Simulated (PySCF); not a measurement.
**Electron correlation in Se⁺ (selenium, charge +1)**

[Ar] 3d10 4s2 4p3, high-spin 4S determinant. Computed with PySCF 2.14 in cc-pVDZ-PP with ECP10MDF, with a scalar-relativistic core potential. Frozen: 3s2 3p6 3d10; 5 electrons correlated.

MP2 pair energies summed by pair of shells (mhartree):

```csv
pair,energy,share (%)
4s-4p,-36.96,65.5
4p-4p,-13.19,23.4
4s-4s,-6.31,11.2
```

Total MP2 correlation energy: -56.47 mhartree.

Same-spin part -15.12 and opposite-spin part -41.35 mhartree; SCS-MP2 scales them by 1/3 and 6/5 to -54.66 mhartree.

| level | correlation energy (mhartree) |
| --- | --- |
| CCSD | -71.20 |
| (T) | -0.63 |
| CCSD(T) | -71.83 |

Diagnostics: T1 = 0.0012, D1 = 0.0031, largest double amplitude 0.058.

Cost of the coupled-cluster step: 0.07 s of wall time on 1 thread of Neoverse-V2 (shared host), for 5 correlated electrons.

Iterations:

```
CC2 = 0
CCSD nocc = (np.int64(4), np.int64(1)), nmo = (14, 14)
frozen orbitals [[0, 1, 2, 3, 4, 5, 6, 7, 8], [0, 1, 2, 3, 4, 5, 6, 7, 8]]
max_cycle = 100
direct = 0
conv_tol = 1e-08
conv_tol_normt = 1e-06
diis_space = 8
diis_start_cycle = 0
Init t2, MP2 energy = -0.0564654570769036
Init E_corr(UCCSD) = -0.056465457080968
cycle = 1  E_corr(UCCSD) = -0.0680303969961542  dE = -0.0115649399  norm(t1,t2) = 0.0359903
cycle = 2  E_corr(UCCSD) = -0.0704213223444158  dE = -0.00239092535  norm(t1,t2) = 0.00926145
cycle = 3  E_corr(UCCSD) = -0.0712173515934882  dE = -0.000796029249  norm(t1,t2) = 0.00290341
cycle = 4  E_corr(UCCSD) = -0.0712041514462055  dE = 1.32001473e-05  norm(t1,t2) = 0.000287609
cycle = 5  E_corr(UCCSD) = -0.0712046458659322  dE = -4.94419727e-07  norm(t1,t2) = 3.05672e-05
cycle = 6  E_corr(UCCSD) = -0.0712044001160472  dE = 2.45749885e-07  norm(t1,t2) = 5.97411e-06
cycle = 7  E_corr(UCCSD) = -0.0712045529238849  dE = -1.52807838e-07  norm(t1,t2) = 6.58611e-07
cycle = 8  E_corr(UCCSD) = -0.0712045078467546  dE = 4.50771303e-08  norm(t1,t2) = 1.17846e-07
cycle = 9  E_corr(UCCSD) = -0.0712045110251873  dE = -3.17843273e-09  norm(t1,t2) = 1.83496e-08
UCCSD converged
E(UCCSD) = -371.6033834381191  E_corr = -0.07120451102518734
UCCSD(T) correction = -0.000625788630622761
```
